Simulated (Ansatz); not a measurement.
`[CH3][SnH]([Cl])[O][SiH3]` and `[CH3][SnH]([SiH3])[Cl]` differ in one atom or group.

Ansatz, PBE0-D4/def2-TZVP geometries, multiplicity 1. Each molecule was computed in one conformer, which needn't be the lowest.

Elements past krypton have def2 core potentials.

| property | `[CH3][SnH]([Cl])[O][SiH3]` |
| --- | --- |
| HOMO–LUMO gap (PBE/def2-TZVPP) / eV | 5.20 |
| LUMO energy (PBE/def2-TZVPP) / eV | -1.71 |
| LUMO energy (ωB97M-V/def2-TZVPP) / eV | 1.14 |
| HOMO–LUMO gap (PBE0/def2-TZVPP) / eV | 7.58 |
| size of the dipole moment (B3LYP/def2-TZVPP) / D | 3.14 |
| LUMO energy (PBE0/def2-TZVPP) / eV | -0.74 |

**Question.** What does the change do to each property? (An estimate is asked.)

**Answer.** Computed: 
```
                                        property  `[CH3][SnH]([SiH3])[Cl]`  shift
             HOMO–LUMO gap (PBE/def2-TZVPP) / eV                      5.08  -0.12
               LUMO energy (PBE/def2-TZVPP) / eV                     -1.57   0.14
           LUMO energy (ωB97M-V/def2-TZVPP) / eV                      0.94  -0.20
            HOMO–LUMO gap (PBE0/def2-TZVPP) / eV                      7.03  -0.55
size of the dipole moment (B3LYP/def2-TZVPP) / D                      2.97  -0.17
              LUMO energy (PBE0/def2-TZVPP) / eV                     -0.76  -0.02
```

The zero-point energy changes by -12.5 kJ/mol with -3 modes. Dipoles are sizes alone; their direction can turn.

B3LYP here is the variant with VWN-RPA as its local correlation; programs differ in this.

Positive LUMOs are unbound, so they and the gaps depend on the basis.
